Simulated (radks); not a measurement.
Q: All-electron atom: La II in [Xe] 5d2 (the NIST ground configuration). All-electron calculation, Dirac Kohn-Sham, BLYP, spin-unpolarised, spherical densities, finite nucleus; open shells fill j = l - 1/2 first; Fermi nuclear charge, rms radius 4.855 fm. Program: a radial shooting solver on a logarithmic mesh with Libxc functionals.

Spin-orbit splittings of the eigenvalues, e(l+1/2) - e(l-1/2), with zeta = 2 splitting/(2l+1) and mean radii in bohr:

shell  occ.  splitting (eV)  zeta (eV)  <r> j=l-1/2  <r> j=l+1/2
2p        6           413.3      275.5      0.08990      0.09600
3p        6           80.53      53.69       0.2747       0.2868
3d       10           17.23      6.892       0.2578       0.2615
4p        6           17.16      11.44       0.6746       0.7017
4d       10           2.978      1.191       0.7623       0.7719
5p        6               ?          ?        1.760        1.843
5d        2          0.1864    0.07457        2.908        2.962

Estimate the 5p splitting.

A: 2.487 eV (zeta = 1.658 eV).
